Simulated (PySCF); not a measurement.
# Electron correlation in V (vanadium, neutral)

[Ar] 3d5, high-spin 6S determinant (an excited configuration). Computed with PySCF 2.14 in aug-cc-pVDZ-DK, with the spin-free X2C one-electron Hamiltonian (Gaussian nucleus). Frozen: [Ar]; 5 electrons correlated.

```tsv
level	correlation energy (mhartree)
CCSD	-95.14
(T)	-5.16
CCSD(T)	-100.30
```

Diagnostics: T1 = 0.043, D1 = 0.0613, largest double amplitude 0.038.

Task: Is a single reference adequate?

Result: Largely. T1 is above 0.03 while the doubles stay small, so the singles mainly relax the orbitals.
